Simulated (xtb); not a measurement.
ClGeH₅SSi, SMILES Cl[SiH2][S][GeH3]. All values are semi-empirical tight-binding results from xtb (GFN2-xTB unless named), good for trends rather than for accurate numbers. The structure is a stationary point at GFN2-xTB. The structure was generated by enumeration, and PubChem lists no compound with its InChIKey, so it may never have been made. Other conformers were not sampled.

Optimised geometry:

```xyz
9

Si     1.8355     0.3147    -0.1550
Cl     1.1072     0.5138     1.7159
S      0.2391    -0.2572    -1.4760
Ge    -1.4935    -0.2807    -0.0979
H      2.8168    -0.7571    -0.1708
H      2.3349     1.6024    -0.6091
H     -2.6652    -0.6113    -0.9696
H     -1.7055     1.0579     0.5428
H     -1.3352    -1.3359     0.9556
```

For metal compounds this method's bond lengths and energies can be far off.

| Quantity | Value |
|---|---|
| orbital gap | 4.32 eV |
| zero-point energy | 26.3 kcal/mol |
| G − E(el) at 298.15 K (modified RRHO) | 5.3 kcal/mol |

Computed atomic charges and the Wiberg bond orders between heavy atoms:
charges (e) Si1 0.52, Cl2 -0.21, S3 -0.36, Ge4 0.16, H5 -0.04, H6 -0.04, H7 -0.01, H8 -0.01, H9 -0.01. Bond orders Si1–Cl2 1.08, Si1–S3 0.95, S3–Ge4 0.98.
